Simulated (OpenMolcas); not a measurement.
SiCNClF2 (SMILES N#C[Si](F)(F)Cl): the HOMO–LUMO gap, rung by rung

SiCNClF2 has 6 atoms, charge 0, and is taken as a singlet. As SMILES, `N#C[Si](F)(F)Cl`. Geometry: relaxed at PBE0-D4/def2-TZVP.

Quantity: the HOMO–LUMO gap, in eV. The values are calculated.

```
         level             kind     program  value (eV)  CPU time
  BLYP/cc-pVDZ              GGA  OpenMolcas        6.76      54 s
revPBE/cc-pVDZ              GGA  OpenMolcas        6.79      48 s
  TPSS/cc-pVDZ         meta-GGA  OpenMolcas        7.00      63 s
r2SCAN/cc-pVDZ         meta-GGA  OpenMolcas        7.34      57 s
 B3LYP/cc-pVDZ    global hybrid  OpenMolcas        8.72      42 s
 BHLYP/cc-pVDZ    global hybrid  OpenMolcas       11.63      42 s
M06-2X/cc-pVDZ  hybrid meta-GGA  OpenMolcas       11.61      51 s
  PBE0/cc-pVDZ    global hybrid  OpenMolcas        9.22      42 s
```

The values span 6.76 to 11.63 eV. Orbital gaps aren't excitation energies; they tend to grow with the share of exact exchange. CPU times are rough (shared hosts, several kinds of processor and program).
